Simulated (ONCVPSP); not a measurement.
Before and after: ONCV potential for Re (Z = 75)

| Quantity | Value |
| --- | --- |
| Element | Re (Z = 75) |
| Generator | ONCVPSP 4.0.1 |
| Type | optimised norm-conserving Vanderbilt (ONCV) |
| Functional | PBE |
| Relativity | scalar-relativistic |
| Frozen core | [Kr] 4d10 4f14 |
| Valence charge | 15 |
| Reference configuration | 5s2 5p6 5d5 (charge +2) |
| Partial waves | 5s: rc 1.50 bohr, ncon 4, nbas 7, qcut 7.6 1/bohr, 3 projectors, debl 3.6 Ha; 5p: rc 1.25 bohr, ncon 3, nbas 8, qcut 5.3 1/bohr, 3 projectors, debl 3.4 Ha; 5d: rc 2.75 bohr, ncon 4, nbas 8, qcut 6 1/bohr, 2 projectors, debl 1.9 Ha |
| Local potential | polynomial inside 0.80 bohr (lpopt 2, dvloc0 -1 Ha) |
| Core correction | Teter function, fcfact 5.5, rcfact 1.5 |

In the s channel the program set the typed energies aside and used -3.744, 0.250, 3.850 Ha.

All-electron outer shells of the reference configuration (PBE, scalar-relativistic, ld1.x):

```tsv
shell	level (eV)	outermost node (bohr)	outermost maximum (bohr)
5p	-63.66	0.56	1.06
4f	-58.92	–	0.41
5d	-21.42	0.62	1.41
```

Change: s: qcut 5.2; p: qcut 3.7; d: qcut 4.1.

Cutoffs: the cutoffs (Ha) at which the residual kinetic energy of the hardest occupied pseudo-wave falls to 1 and 0.1 mHa per electron; they do not see the model core or the augmentation charge, which bear on the density cutoff. Errors are all-electron minus pseudo energies relative to the spin-unpolarised reference configuration.

Q: How do hardness, ghosts and transferability respond?

A: The potential gets softer (129 Ha and 207 Ha → 92 Ha and 188 Ha); of the 4 tests that both files solve, the error grows in 4 and shrinks in 0 by more than 15 % and 0.3 meV (median size 1.1 → 33.3 meV); neither file shows a bound ghost.

```tsv
quantity	base	changed
cutoff, loose	129 Ha	92 Ha
cutoff, tight	207 Ha	188 Ha
loose cutoff by channel	s 24 Ha, p 129 Ha, d 12 Ha	s 47 Ha, p 92 Ha, d 10 Ha
bound ghosts	none	none
GHOST(+) flags under 300 eV	s at 213.3 eV	d at 236.2 eV
error for 5s2 5p6 5d5 6s2, meV [ΔE -25.57 eV]	+0.2	-39
error for 5s2 5p6 5d5 6s1, meV [ΔE -16.32 eV]	+1.5	-15
error for 5s2 5p6 5d4, meV [ΔE 27.13 eV]	+12	+87
error for 5s2 5p6 5d5 6s1.5, meV [ΔE -21.79 eV]	+0.8	-28
s: phases at 1.53 bohr within 0.05 rad from the reference energy up to (Ha; the scan ends near 5)	to the end of the scan	to the end of the scan
p: phases at 1.27 bohr within 0.05 rad from the reference energy up to (Ha; the scan ends near 5)	to the end of the scan	to the end of the scan
d: phases at 2.79 bohr within 0.05 rad from the reference energy up to (Ha; the scan ends near 5)	3.5	3.2
rms error of d²Exc/dni dnj with the model core, mHa	2.87	3.53
```
